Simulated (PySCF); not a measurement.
Br₂H₂OSn. Atoms are numbered in the order given.

```xyz
6

Sn     0.3211     0.6557     0.0000
O     -0.9137     2.2212     0.0000
Br    -0.1259    -0.7684    -2.0165
Br    -0.1259    -0.7684     2.0165
H      1.9114     1.3035     0.0000
H     -1.8460     1.9257     0.0000
```
Charge 0, spin multiplicity 1.

Coordinates come from a PBE-D3(BJ)/def2-SVP optimisation. The structure was generated by enumeration; whether it is a known compound was not checked. The def2 effective core potentials stand for the cores of Sn; spin–orbit coupling is left out. Other conformers were not sampled.

These are PBE-D3(BJ)/def2-SVP in PySCF values and carry that method's errors.

Frequencies are harmonic and unscaled.

```json
[
 {"mode": "1", "ν (cm⁻¹)": "72", "IR (km/mol)": "1.1", "moving atoms (share of kinetic energy)": "Br 77 %, Sn 20 %"},
 {"mode": "2", "ν (cm⁻¹)": "113", "IR (km/mol)": "3.2", "moving atoms (share of kinetic energy)": "O 53 %, H 32 %, Br 12 %"},
 {"mode": "3", "ν (cm⁻¹)": "130", "IR (km/mol)": "11.3", "moving atoms (share of kinetic energy)": "O 50 %, Sn 27 %, Br 14 %, H 8 %"},
 {"mode": "4", "ν (cm⁻¹)": "211", "IR (km/mol)": "91.6", "moving atoms (share of kinetic energy)": "H 66 %, O 29 %"},
 {"mode": "5", "ν (cm⁻¹)": "240", "IR (km/mol)": "12.3", "moving atoms (share of kinetic energy)": "Br 67 %, Sn 32 %"},
 {"mode": "6", "ν (cm⁻¹)": "263", "IR (km/mol)": "69.7", "moving atoms (share of kinetic energy)": "Br 50 %, Sn 47 %"},
 {"mode": "7", "ν (cm⁻¹)": "514", "IR (km/mol)": "70.9", "moving atoms (share of kinetic energy)": "H 98 %"},
 {"mode": "8", "ν (cm⁻¹)": "521", "IR (km/mol)": "30.9", "moving atoms (share of kinetic energy)": "H 97 %"},
 {"mode": "9", "ν (cm⁻¹)": "604", "IR (km/mol)": "59.0", "moving atoms (share of kinetic energy)": "O 87 %, Sn 12 %"},
 {"mode": "10", "ν (cm⁻¹)": "861", "IR (km/mol)": "106.8", "moving atoms (share of kinetic energy)": "H 93 %"},
 {"mode": "11", "ν (cm⁻¹)": "1892", "IR (km/mol)": "69.9", "moving atoms (share of kinetic energy)": "H 99 %"},
 {"mode": "12", "ν (cm⁻¹)": "3703", "IR (km/mol)": "75.5", "moving atoms (share of kinetic energy)": "H 94 %"}
]
```
